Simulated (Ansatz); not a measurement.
Which is lower?

Two relaxed structures of BHIOF, closed shell (PBE0-D4/def2-TZVP; forces vanish, vibrations not checked).

A:

| atom | x (Å) | y (Å) | z (Å) |
| --- | --- | --- | --- |
| O1 | -0.1525 | 0.5654 | -0.0514 |
| B2 | -0.6265 | -0.4813 | -0.4128 |
| F3 | 0.5514 | 3.0893 | 0.3694 |
| I4 | -1.4234 | -2.2524 | -1.0190 |
| H5 | 0.3150 | 2.1960 | 0.2335 |

B:

O1  (0.314, 0.233, -0.350)
B2  (0.530, -0.713, 0.369)
F3  (0.759, -1.717, 1.126)
I4  (-0.316, 3.870, -0.163)
H5  (-0.051, 2.288, -0.374)
(Å)

Ansatz 0.2.0; basis: def2-TZVPP; cores frozen in the correlated methods. Filled d shells of the heavier atoms are correlated. Core potentials replace the inner electrons of the atoms past krypton. The def2 sets are not built for correlating such inner shells, so the correlated values are less sure here. B3LYP uses VWN-RPA correlation.

Problem. Which structure is lower at CCSD(T), and by how much? (Judge from chemistry; the value comes from the calculation.)

Solution. By the calculation: B, by 19.1 kJ/mol (electronic energy, against the other). By their contacts, A is a complex of BIO + HF and B is a complex of BOF + HI.

All methods give the same order:

| method | E(B) − E(A) (kJ/mol) |
| --- | --- |
| PBE-D4 | -20.1 |
| r2SCAN-D4 | -26.9 |
| PBE0-D4 | -21.4 |
| B3LYP-D4 | -28.8 |
| wB97M-V | -28.3 |
| HF | -45.7 |
| MP2 | -13.8 |
| CCSD | -23.8 |
| CCSD(T) | -19.1 |

T1 diagnostic: at most 0.013.

For scale, one of the runs: CCSD(T)/def2-TZVPP, 157 basis functions, launched by `ansatz run in.yaml --threads 2 --pin off --events-out ev --progress --plain --max-ram 4352MiB`. Time: 61 s of wall clock on 2 CPU threads of an Arm Neoverse V1; the host was shared. Peak host memory: 1.4 GiB.
